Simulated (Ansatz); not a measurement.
Molecule: C2H10N2Si (charge 0, singlet). SMILES: C[Si](C)(N)N
Geometry from a B3LYP-D3(BJ)/def2-TZVP (Ansatz, a first-principles code) optimisation:
```xyz
15

Si    -0.0073     0.0079     0.0280
C      1.5422    -0.9237    -0.4729
C     -1.0226     0.3622    -1.5094
N     -0.7643    -0.9756     1.2235
N      0.2407     1.5413     0.7741
H      2.2035    -1.0776     0.3825
H      2.0987    -0.3676    -1.2310
H      1.3047    -1.9044    -0.8947
H     -1.9752     0.8310    -1.2534
H     -1.2385    -0.5618    -2.0508
H     -0.4943     1.0288    -2.1970
H     -0.6965    -1.9797     1.1949
H     -1.6047    -0.6725     1.6894
H      0.7287     1.6188     1.6522
H      0.3237     2.3824     0.2269
```

Property: vertical triplet-singlet gap (E(triplet) - E(singlet); each state is the SCF solution reached for its spin), in kJ/mol. Valence correlation only, unless marked. UHF or UKS for open shells. No spin-orbit coupling. No relativistic terms. Basis-set limits of correlation are two-point, X^-3; Hartree-Fock from the larger set. [CCSD(T)-MP2]/basis is that difference in the basis named.

```csv
level,program,vertical triplet-singlet gap (kJ/mol),minus last row
HF/aug-cc-pV(D+d)Z,Ansatz,474.0,-105.3
HF/aug-cc-pV(Q+d)Z,Ansatz,474.8,-104.5
SVWN5/def2-TZVPD,Ansatz,498.9,-80.4
r2SCAN/def2-TZVPD,Ansatz,533.4,-45.9
B3LYP/def2-TZVPD,Ansatz,541.8,-37.5
PBE0/def2-TZVPD,Ansatz,553.3,-26.0
CAM-B3LYP/def2-TZVPD,Ansatz,577.0,-2.3
wB97M-V/def2-TZVPD,Ansatz,592.8,13.5
wB97X-V/def2-TZVPD,Ansatz,600.7,21.4
B2PLYP/def2-TZVPD,Ansatz,574.9,-4.4
MP2/aug-cc-pV(D+d)Z,Ansatz,583.4,4.1
RI-MP2/aug-cc-pV(T+d)Z,Ansatz,597.4,18.1
RI-MP2/aug-cc-pV(Q+d)Z,Ansatz,602.5,23.2
"RI-MP2/CBS(aug-cc-pV(T+d)Z,aug-cc-pV(Q+d)Z)",Ansatz,606.3,27.0
SCS-MP2/aug-cc-pV(D+d)Z,Ansatz,583.8,4.5
SCS-MP2/aug-cc-pV(T+d)Z,Ansatz,598.6,19.3
CCSD/aug-cc-pV(D+d)Z,Ansatz,556.7,-22.6
CCSD/aug-cc-pV(T+d)Z,Ansatz,567.5,-11.8
CCSD(T)/aug-cc-pV(T+d)Z,Ansatz,570.5,-8.8
"RI-MP2/CBS(aug-cc-pV(T+d)Z,aug-cc-pV(Q+d)Z)+[CCSD(T)-MP2]/aug-cc-pV(D+d)Z",Ansatz,580.6,1.3
"RI-MP2/CBS(aug-cc-pV(T+d)Z,aug-cc-pV(Q+d)Z)+[CCSD(T)-MP2]/aug-cc-pV(T+d)Z",Ansatz,579.3,0.0
```
